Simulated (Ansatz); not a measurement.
C2H8NO2Sc, SMILES `C[O][Sc]([NH2])[O]C`, relaxed with RKS PBE0-D4/def2-TZVP in Ansatz from a GFN2-xTB geometry. The force threshold is 0.005 eV/Å; the program also tests the step.

Charge 0, multiplicity 1.

Start:

```xyz
14

C     1.301    0.515   -2.447
O     0.757    0.665   -1.170
Sc   -0.015    0.614    0.468
N    -0.032    2.232    1.651
O    -0.779   -0.932    1.028
C    -1.273   -2.229    1.175
H     2.272    0.001   -2.398
H     1.454    1.501   -2.913
H     0.628   -0.072   -3.091
H     0.355    3.155    1.456
H    -0.436    2.311    2.585
H    -2.352   -2.205    1.388
H    -0.769   -2.738    2.010
H    -1.111   -2.818    0.258
```

```
         step  energy (eV)  largest force (eV/Å)  largest move (Å)
            1  -28481.6622                 1.747             0.000
            2  -28481.7552                 0.627             0.071
            3  -28481.7746                 0.089             0.080
            4  -28481.7776                 0.073             0.053
            5  -28481.7777                 0.065             0.011
            6  -28481.7786                 0.072             0.069
            7  -28481.7808                 0.028             0.045
            8  -28481.7810                 0.015             0.016
            9  -28481.7812                 0.027             0.033
           10  -28481.7813                 0.012             0.010
           11  -28481.7813                 0.004             0.013
           12  -28481.7813                 0.017             0.026
           13  -28481.7813                 0.038             0.043
           14  -28481.7814                 0.015             0.008
           15  -28481.7815                 0.005             0.017
16 (rejected)  -28481.7814                 0.058             0.076
           17  -28481.7815                 0.012             0.038
18 (rejected)  -28481.7814                 0.071             0.063
           19  -28481.7816                 0.011             0.022
           20  -28481.7816                 0.046             0.049
           21  -28481.7817                 0.022             0.004
           22  -28481.7817                 0.002             0.007
           23  -28481.7818                 0.005             0.025
24 (rejected)  -28481.7767                 0.291             0.146
           25  -28481.7818                 0.004             0.012
```

End:

```xyz
14

C     1.395    0.686   -2.548
O     0.830    0.693   -1.285
Sc    0.004    0.501    0.385
N     0.012    2.089    1.589
O    -0.831   -1.049    1.021
C    -1.404   -2.267    1.345
H     2.472    0.486   -2.499
H     1.261    1.656   -3.046
H     0.942   -0.083   -3.187
H     0.422    2.992    1.389
H    -0.393    2.141    2.515
H    -2.477   -2.156    1.549
H    -0.939   -2.695    2.242
H    -1.293   -2.994    0.530
```

Hardware: 4 threads of an Arm Neoverse V1 on a shared host. Wall time 2.7 min, peak host memory 0.82 GiB.
